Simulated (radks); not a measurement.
Values are calculated unless marked as measured or tabulated.
Problem. Ho+, 66 electrons, occupied as [Xe] 4f11 6p1 (not the ground configuration). Code: a radial shooting solver on a logarithmic mesh with Libxc functionals. Model: Dirac Kohn-Sham, PBEsol, spin-unpolarised, spherical densities, finite nucleus; open shells fill j = l - 1/2 first; Fermi nuclear charge, rms radius 5.2022 fm.

Spin-orbit splittings of the eigenvalues, e(l+1/2) - e(l-1/2), with zeta = 2 splitting/(2l+1) and mean radii in bohr:

| shell | occ. | splitting (eV) | zeta (eV) | <r> j=l-1/2 | <r> j=l+1/2 |
|---|---|---|---|---|---|
| 2p | 6 | 856.4 | 570.9 | 0.07291 | 0.08008 |
| 3p | 6 | 178.8 | 119.2 | 0.2192 | 0.2327 |
| 3d | 10 | 39.09 | 15.64 | 0.2054 | 0.2096 |
| 4p | 6 | 40.17 | 26.78 | 0.5287 | 0.5598 |
| 4d | 10 | 7.286 | 2.914 | 0.5904 | 0.6015 |
| 4f | 11 | ? | ? | 0.8378 | 0.8579 |
| 5p | 6 | 5.052 | 3.368 | 1.440 | 1.547 |
| 6p | 1 | 0.4042 | 0.2695 | 4.556 | 4.803 |

Estimate the 4f splitting.

Solution. 0.9774 eV (zeta = 0.2792 eV).
